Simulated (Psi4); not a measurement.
triplet silylene (H₂Si), triplet, geometry from GFN2-xTB.

The Psi4 input:
```
memory 2 GB

molecule mol {
0 3
  Si   -0.006391   -0.001951    0.085235
  H     0.045667    1.283842   -0.567511
  H     0.043812   -1.256535   -0.625785
}

set basis def2-svp
set reference uhf
set stability_analysis follow
set scf_type pk

energy('scf')
print_variables()
```

**Question.** What does this run give for the <S^2>, number of basis functions, nuclear repulsion energy, dipole moment, total energy?

**Answer.** 
- <S^2> = 2.006
- number of basis functions = 28
- nuclear repulsion energy = 10.4769 Eh
- dipole moment = 0.08 D
- total energy = -289.9175 Eh

These values belong to the state on which the SCF converged, which isn't shown to be the lowest.
